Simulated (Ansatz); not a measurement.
```yaml
crystal:
  periodic: [false, false, false]
  atoms:
    - {symbol: C, position_ang: [-2.265113, -1.773237, -0.071814]}
    - {symbol: C, position_ang: [-0.817617, -1.360062, -0.292041]}
    - {symbol: C, position_ang: [-0.480946, 0.118225, -0.008539]}
    - {symbol: C, position_ang: [-1.093917, 0.534429, 1.330223]}
    - {symbol: C, position_ang: [-1.116326, 0.980160, -1.101623]}
    - {symbol: C, position_ang: [1.080620, 0.318584, 0.014897]}
    - {symbol: C, position_ang: [1.450741, 1.802920, -0.038461]}
    - {symbol: C, position_ang: [1.696738, -0.262643, 1.289716]}
    - {symbol: C, position_ang: [1.751769, -0.362942, -1.180190]}
    - {symbol: H, position_ang: [-2.409470, -2.811644, -0.379365]}
    - {symbol: H, position_ang: [-2.557246, -1.702321, 0.977717]}
    - {symbol: H, position_ang: [-2.963665, -1.166186, -0.652691]}
    - {symbol: H, position_ang: [-0.547584, -1.583804, -1.328190]}
    - {symbol: H, position_ang: [-0.184100, -2.000340, 0.329967]}
    - {symbol: H, position_ang: [-0.848465, -0.167050, 2.130462]}
    - {symbol: H, position_ang: [-0.754165, 1.525949, 1.636612]}
    - {symbol: H, position_ang: [-2.182242, 0.578914, 1.254411]}
    - {symbol: H, position_ang: [-2.178285, 0.746539, -1.202049]}
    - {symbol: H, position_ang: [-0.651985, 0.815158, -2.076739]}
    - {symbol: H, position_ang: [-1.044557, 2.044058, -0.868823]}
    - {symbol: H, position_ang: [0.951988, 2.383817, 0.740721]}
    - {symbol: H, position_ang: [2.527846, 1.916793, 0.110708]}
    - {symbol: H, position_ang: [1.206277, 2.250291, -1.003613]}
    - {symbol: H, position_ang: [1.399335, 0.298193, 2.177782]}
    - {symbol: H, position_ang: [2.787170, -0.216650, 1.224209]}
    - {symbol: H, position_ang: [1.424678, -1.309160, 1.444486]}
    - {symbol: H, position_ang: [2.811528, -0.095104, -1.206324]}
    - {symbol: H, position_ang: [1.692397, -1.450998, -1.119565]}
    - {symbol: H, position_ang: [1.314596, -0.051894, -2.131894]}
basis:
  gaussian: {orbitals: cc-pVTZ-DK, final_grid: {core_spheres: 5, valence_spheres: 4, degree: 11}}
total_charge: -1
magnetization: {spin_polarized: true, initial_magnetization: 1}
hamiltonian: {xc: {name: RPBE}, dispersion: d4}
accuracy: high
smearing: {width: 0.1}
```

```sh
$ ansatz run in.yaml --threads 4 --pin off --events-out ev --progress --plain --max-ram 66560MiB --backend cuda --devices 0, --max-vram 37GiB
```

It prints (some lines left out):

```
Error: YAML parse error: error: line 39 column 1: unknown field `smearing`, expected one of crystal, accuracy, basis, kpoints, hamiltonian, magnetization, projection, total_charge, correlation, batch, efield, external_charges, scf, relax, neb, saddle, md, ramp, phonons, dielectric, real_time, elastic, magnetic_configurations, gw, evaluate, workflow, output, checkpoint, execution
37 | hamiltonian: {xc: {name: RPBE}, dispersion: d4}
38 | accuracy: high
39 | smearing: {width: 0.1}
```

Q: Something in this input is off. What?

A: The input holds a key that doesn't belong there. The input was rejected before any iteration.
